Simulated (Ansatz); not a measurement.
`C=[C]([GaH2])[InH2]` + `C=N` → `C=[N][InH2]` + `C=[CH][GaH2]`  (ligand exchange at the In–C bond)

Calculated with Ansatz (gas phase, PBE0-D4/def2-TZVP geometries, no zero-point term in ΔE). CCSD(T)/CBS is the MP2 limit (def2-TZVPP, def2-QZVPP) plus CCSD(T) − MP2 in def2-TZVPP, frozen cores. This one scheme is used for every species. Functionals use def2-TZVPP. Elements past krypton have def2 core potentials. For Ga, In outer-core shells are correlated without core-valence functions, which leaves a few kJ/mol of doubt a bond. Scalar relativity is left out up to krypton.

| level | ΔE (kJ/mol) | difference from CCSD(T)/CBS |
| --- | --- | --- |
| LDA (SPW92) | -7.9 | -1.6 |
| PBE-D4 | -9.3 | -3.0 |
| B97M-V | -14.3 | -8.0 |
| r2SCANh-D4 | -11.1 | -4.8 |
| BHLYP-D4 | -9.4 | -3.1 |
| CAM-B3LYP-D4 | -12.9 | -6.6 |
| ωB97X-V | -10.6 | -4.3 |
| ωB97M-V | -8.8 | -2.5 |
| revPBE | -13.2 | -6.9 |
| RPA@PBE/def2-TZVPP | -3.9 | 2.4 |
| HF/def2-SVP | -12.9 | -6.6 |
| CCSD/def2-SVP | -4.6 | 1.7 |
| MP2/def2-TZVPP | -2.7 | 3.6 |
| HF/def2-QZVPP | -18.0 | -11.7 |
| MP2/def2-QZVPP | -4.2 | 2.1 |
| MP2/CBS(def2) | -4.8 | 1.5 |
| CCSD(T)/CBS | -6.3 | 0 |

Question: What do rigid-rotor, harmonic-oscillator terms from PBE0-D4/def2-TZVP frequencies (298.15 K, 1 bar) make of the CCSD(T)/CBS value? (An estimate is asked.)

Answer: Ansatz gave: ΔZPE = -1.6 kJ/mol, ΔH = -9.3 kJ/mol, ΔS = 1 J/(mol·K), ΔG = -9.7 kJ/mol.

Largest T1 diagnostic among the species: 0.015.

In def2-TZVPP, CCSD(T) changes the Hartree–Fock value by +13.0 kJ/mol (the triples alone add +1.2 kJ/mol) and MP2 by +14.5 kJ/mol. From BLYP to BHLYP (50 % exact exchange), in def2-TZVPP and without D4, ΔE moves by +3.4 kJ/mol.
